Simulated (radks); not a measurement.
Results of a calculation; reference values are marked as such.
Task: These are the eigenvalues of the occupied orbitals of an atom or ion with whole-number occupations (hartree). Level of theory: Dirac Kohn-Sham, PBE, spin-unpolarised, spherical densities, point nucleus (a radial shooting solver on a logarithmic mesh with Libxc functionals).

orbital  eigenvalue
1s1/2     -655.5989
2s1/2     -91.51486
2p1/2     -83.84116
2p3/2     -80.68544
3s1/2     -15.66402
3p1/2     -12.80680
3p3/2     -12.30413
3d3/2      -7.26746
3d5/2      -7.17558
4s1/2      -2.73784
4p1/2      -1.95772
4p3/2      -1.88904
4d3/2      -0.77497
5s1/2      -0.65732

Which element is it, and in what charge state? The configuration may be excited. Open shells, if any, fill j = l - 1/2 first.

Result: Z = 40, zirconium, charge +2: Zr2+ in [Ar] 3d10 4s2 4p5 4d2 5s1. The list shows which subshells hold electrons but not how many an open one holds; the 1s level, -655.6 hartree, gives Z - s = 36.2 by -(Z - s)^2/2, which with screening and relativity narrows Z to a few neighbours, and the depths of the outer levels then fix element, charge and occupations together.
